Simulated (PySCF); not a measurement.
C4H10O2, triplet, at the geometry of the source list (a higher spin typed on purpose: for a closed-shell molecule this is an excited state) (in this run its highest filled SCF level lies above zero, so its values depend strongly on the basis, on diffuse functions most of all); CCSD(T)/STO-3G (PySCF).

The PySCF input:
```python
from pyscf import gto, scf, cc

mol = gto.M(
    atom='''
C     2.54090000    0.44440000   -0.00820000
O     1.37100000   -0.18980000    0.43580000
C     0.22760000    0.17020000   -0.31120000
C    -0.97310000   -0.56690000    0.29040000
C    -2.25710000   -0.24300000   -0.46130000
O    -1.14140000   -0.19520000    1.63950000
H     2.45520000    1.53540000    0.06930000
H     3.34660000    0.09480000    0.63380000
H     2.76200000    0.18360000   -1.05040000
H     0.06420000    1.25710000   -0.25040000
H     0.35690000   -0.10640000   -1.36760000
H    -0.76740000   -1.64900000    0.23140000
H    -2.45540000    0.82340000   -0.40320000
H    -2.17160000   -0.53950000   -1.50240000
H    -3.08510000   -0.77370000   -0.00230000
H    -0.27340000   -0.24560000    2.05670000
''',
    basis='sto-3g',
    spin=2,
    verbose=3,
)

mf = scf.UHF(mol)
mf.kernel()

mycc = cc.CCSD(mf)
mycc.iterative_damping = 0.8
mycc.kernel()
et = mycc.ccsd_t()
print('E(CCSD(T)) = %.10f' % (mycc.e_tot + et))
mf.analyze()
```

Question: What does PySCF print? Leave out banner, timings and long lists.

Answer: 
```
converged SCF energy = -302.751844148104  <S^2> = 2.0077644  2S+1 = 3.0051718
E(UCCSD) = -303.1016110667694  E_corr = -0.3497669186652479
UCCSD(T) correction = -0.00394559265755488
E(CCSD(T)) = -303.1055566594
**** MO energy ****
                             alpha | beta                alpha | beta
MO #1   energy= -20.4440042610156  | -20.3915699433369  occ= 1 | 1
MO #2   energy= -20.248980726714   | -20.2480941351768  occ= 1 | 1
MO #3   energy= -11.0838462887863  | -11.0835753001167  occ= 1 | 1
MO #4   energy= -11.0719598119238  | -11.0732558287666  occ= 1 | 1
MO #5   energy= -11.0121165297138  | -11.0146119656523  occ= 1 | 1
MO #6   energy= -10.9858760390847  | -10.9632006571147  occ= 1 | 1
MO #7   energy= -1.47457274708012  | -1.30192230192032  occ= 1 | 1
MO #8   energy= -1.30104846446292  | -1.24778476308526  occ= 1 | 1
MO #9   energy= -0.993050733825077 | -0.96411809577171  occ= 1 | 1
MO #10  energy= -0.902940764095462 | -0.900577374305262 occ= 1 | 1
MO #11  energy= -0.827514558731632 | -0.822728372704774 occ= 1 | 1
MO #12  energy= -0.778107752388535 | -0.735767673152758 occ= 1 | 1
MO #13  energy= -0.702265297161158 | -0.641836647144332 occ= 1 | 1
MO #14  energy= -0.67816322393397  | -0.613134530776682 occ= 1 | 1
MO #15  energy= -0.627932758519915 | -0.584688911734923 occ= 1 | 1
MO #16  energy= -0.595836099523433 | -0.558924951922988 occ= 1 | 1
MO #17  energy= -0.575981443770218 | -0.529285732791389 occ= 1 | 1
MO #18  energy= -0.549362542168478 | -0.517487370868675 occ= 1 | 1
MO #19  energy= -0.520752680293109 | -0.49502488332513  occ= 1 | 1
MO #20  energy= -0.509322214623585 | -0.473475114177433 occ= 1 | 1
MO #21  energy= -0.497536288551048 | -0.430757508959741 occ= 1 | 1
MO #22  energy= -0.429559305744663 | -0.396427843430506 occ= 1 | 1
MO #23  energy= -0.410168230514788 | -0.373974573351853 occ= 1 | 1
MO #24  energy= -0.375811816753771 | -0.324462633418349 occ= 1 | 1
MO #25  energy= -0.327044359952831 | 0.24974138665262   occ= 1 | 0
MO #26  energy= 0.0717923691578044 | 0.554355006462457  occ= 1 | 0
MO #27  energy= 0.559313360131158  | 0.616368015668939  occ= 0 | 0
MO #28  energy= 0.567748519100488  | 0.650288616731342  occ= 0 | 0
MO #29  energy= 0.655657604697403  | 0.673189006484574  occ= 0 | 0
MO #30  energy= 0.66886249456139   | 0.688296455197499  occ= 0 | 0
MO #31  energy= 0.686807638754564  | 0.702763445302966  occ= 0 | 0
MO #32  energy= 0.702217504222265  | 0.706150791975212  occ= 0 | 0
MO #33  energy= 0.707603097656577  | 0.72002327135967   occ= 0 | 0
MO #34  energy= 0.717669703009681  | 0.734681079789031  occ= 0 | 0

To work with the spin densities directly, `use mulliken_meta_spin()` only printing them here.

 ** Mulliken spin pop alpha/beta on meta-lowdin orthogonal AOs **
 ** Mulliken Spin Density (per atom)  **
spin density of  0 C =      0.00730
spin density of  1 O =      0.01222
spin density of  2 C =     -0.03123
spin density of  3 C =      0.53685
spin density of  4 C =     -0.06675
spin density of  5 O =      1.27531
spin density of  6 H =     -0.00050
spin density of  7 H =     -0.00035
spin density of  8 H =     -0.00059
spin density of  9 H =      0.00763
spin density of  10 H =      0.03037
spin density of  11 H =     -0.00112
spin density of  12 H =      0.00951
spin density of  13 H =      0.03245
spin density of  14 H =      0.01071
spin density of  15 H =      0.17818
 ** Mulliken pop alpha/beta on meta-lowdin orthogonal AOs **
 ** Mulliken atomic charges   ( Nelec_alpha | Nelec_beta ) **
charge of  0C =     -0.00596  (     3.00663      2.99933 )
charge of  1O =     -0.20188  (     4.10705      4.09483 )
charge of  2C =      0.03726  (     2.96575      2.99698 )
charge of  3C =     -0.08135  (     3.30910      2.77225 )
charge of  4C =     -0.11211  (     3.02268      3.08943 )
charge of  5O =      0.12997  (     4.57267      3.29736 )
charge of  6H =      0.02258  (     0.48846      0.48896 )
charge of  7H =      0.03815  (     0.48075      0.48110 )
charge of  8H =      0.02506  (     0.48718      0.48777 )
charge of  9H =      0.00595  (     0.50084      0.49321 )
charge of  10H =      0.00699  (     0.51169      0.48132 )
charge of  11H =      0.01412  (     0.49238      0.49350 )
charge of  12H =      0.02082  (     0.49434      0.48484 )
charge of  13H =      0.01779  (     0.50733      0.47488 )
charge of  14H =      0.02341  (     0.49365      0.48294 )
charge of  15H =      0.05922  (     0.55948      0.38130 )
Dipole moment(X, Y, Z, Debye):  0.36952,  0.68757,  0.49578
```
